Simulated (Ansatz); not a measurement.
CH6AlNOSi, SMILES `N[Si]1([AlH2])CO1`, relaxed with RKS PBE0-D4/def2-TZVP in the Gaussian-basis code of Ansatz from a PBE-D4/def2-SVP geometry. The force threshold is 0.005 eV/Å; the program also tests the step.

The species carries charge 0 and has multiplicity 1.

Start:

```xyz
11

N     0.681   -0.480    1.733
Si    0.055   -0.106    0.160
Al   -0.848    2.104   -0.257
C     0.447   -1.253   -1.232
O    -0.920   -1.261   -0.717
H     0.189   -0.154    2.568
H     1.157   -1.369    1.909
H    -0.986    2.569   -1.782
H    -1.335    3.068    0.929
H     1.015   -2.186   -1.022
H     0.545   -0.932   -2.290
```

Q: How much energy does the relaxation release, and in how many steps? (Best estimate.)

A: Ansatz gave: 0.10 eV, in 13 steps.

Q: Which bonds change most? (Estimate.)

A: The calculation gave: Si2–O5 from 1.747 to 1.678 Å; Si2–C4 from 1.846 to 1.813 Å; N1–Si2 from 1.733 to 1.705 Å; C4–H10 from 1.112 to 1.091 Å.

Q: Give the relaxed structure. (Best estimate.)

A: Ansatz gave: 
```xyz
11

N     0.593   -0.465    1.679
Si   -0.005   -0.176    0.109
Al   -0.847    2.089   -0.229
C     0.497   -1.274   -1.245
O    -0.868   -1.365   -0.702
H     0.212    0.018    2.476
H     1.043   -1.328    1.940
H    -1.025    2.638   -1.706
H    -1.216    3.013    1.011
H     1.087   -2.168   -1.040
H     0.527   -0.982   -2.293
```
